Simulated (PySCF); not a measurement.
## C²⁺ (carbon, charge +2): r2SCAN calculation

Configuration: [He] 2s1 2p1, high-spin 3P determinant (an excited configuration). Calculation: PySCF 2.14, in aug-cc-pVTZ (5s4p3d2f, 46 functions); the non-relativistic Hamiltonian (point nucleus).

| Item | Value |
| --- | --- |
| Total energy | -36.2987 hartree |
| One-electron energy | -43.9739 hartree |
| Hartree (Coulomb) energy | 12.2081 hartree |
| Exchange-correlation energy | -4.5329 hartree |
| Kinetic energy | 36.13941 hartree |
| ⟨S²⟩ | 2.0000 |
| ⟨L²⟩ | 2.003 |
| Sum of ⟨r⟩ | 3.192 bohr |
| Sum of ⟨r²⟩ | 4.410 bohr² |
| Traceless quadrupole moment −½Σ⟨3z² − r²⟩ along its main axis | -0.871 e·bohr² |
| Density at the nucleus (Gaussians lack the cusp) | 121 bohr⁻³ |
| Spin density at the nucleus | 3.80 bohr⁻³ |
| Langevin diamagnetic susceptibility | -3.49 ×10⁻⁶ cm³/mol |

| shell | electrons | mean orbital energy (hartree) | rms radius, mean of both spins (bohr) |
| --- | --- | --- | --- |
| 1s α | 1 | -11.45205 | 0.313 |
| 1s β | 1 | -11.39700 | 0.313 |
| 2s α | 1 | -1.54508 | 1.47 |
| 2p α | 1 | -1.24832 | 1.43 |
